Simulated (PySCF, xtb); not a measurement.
CdI, SMILES [I][Cd+], charge +1.

xtb with GFN2-xTB at its own geometry gives an orbital gap of 2.16 eV.

Geometry: B3LYP-D3(BJ)/def2-TZVP. The multiplicity is an assumed one; other spin states were not compared. The def2 effective core potentials stand for the cores of Cd, I; spin–orbit coupling is left out.

### Question
What does PBE/def2-TZVPD (PySCF) give? (Estimate from the structure and the level; the computed values follow.)

### Answer
gap 0.90 eV (levels -11.86 and -10.96 eV).
